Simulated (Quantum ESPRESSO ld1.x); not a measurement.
Species: In4+. Configuration: [Kr] 4d9. All-electron calculation, scalar-relativistic Kohn-Sham, LDA (Slater exchange, Perdew-Wang correlation), spin-polarised, spherical densities, point nucleus; open shells are filled with parallel spins first. Program: ld1.x of Quantum ESPRESSO 7.5.

Normalised radial functions P(r) = r R(r), r in bohr:

r	3d down	4d up
0.001173	0.0000	0.0000
0.001355	0.0000	0.0000
0.001553	0.0000	0.0000
0.001793	0.0000	0.0000
0.002054	0.0000	0.0000
0.002354	0.0001	0.0000
0.002718	0.0001	0.0000
0.003114	0.0001	0.0000
0.003568	0.0002	0.0001
0.00412	0.0003	0.0001
0.004721	0.0004	0.0002
0.005452	0.0006	0.0002
0.006246	0.0009	0.0003
0.007156	0.0013	0.0005
0.008264	0.0019	0.0007
0.009468	0.0027	0.0011
0.01085	0.0040	0.0015
0.01253	0.0059	0.0023
0.01435	0.0086	0.0033
0.01658	0.0127	0.0048
0.01899	0.0182	0.0070
0.02176	0.0260	0.0099
0.02513	0.0377	0.0144
0.02879	0.0533	0.0204
0.03325	0.0762	0.0291
0.03809	0.1060	0.0404
0.04364	0.1459	0.0556
0.0504	0.2023	0.0770
0.05774	0.2720	0.1033
0.06615	0.3607	0.1365
0.0764	0.4781	0.1801
0.08753	0.6128	0.2295
0.1011	0.7800	0.2897
0.1158	0.9580	0.3518
0.1327	1.1482	0.4150
0.1532	1.3506	0.4765
0.1756	1.5267	0.5208
0.2011	1.6698	0.5418
0.2323	1.7647	0.5271
0.2661	1.7846	0.4686
0.3073	1.7219	0.3529
0.3521	1.5845	0.1923
0.4034	1.3832	-0.0110
0.4659	1.1239	-0.2567
0.5338	0.8641	-0.4947
0.6164	0.6046	-0.7243
0.7062	0.3971	-0.8938
0.8091	0.2384	-0.9983
0.9344	0.1246	-1.0291
1.071	0.0602	-0.9865
1.227	0.0257	-0.8877
1.416	0.0090	-0.7422
1.623	0.0028	-0.5869
1.874	0.0007	-0.4245
2.147	0.0001	-0.2888
2.46	0.0000	-0.1799
2.841	0.0000	-0.0977
3.255	0.0000	-0.0488
3.729	0.0000	-0.0213
4.307	0.0000	-0.0075
4.934	0.0000	-0.0024
5.698	0.0000	-0.0006
6.529	0.0000	-0.0001

3d down: eigenvalue -482.24 eV, 0 radial nodes, <r> = 0.324 bohr, 90 % of the charge inside 0.512 bohr. 4d up: eigenvalue -65.709 eV, 1 radial node at r = 0.401 bohr, <r> = 1.11 bohr, 90 % of the charge inside 1.70 bohr.
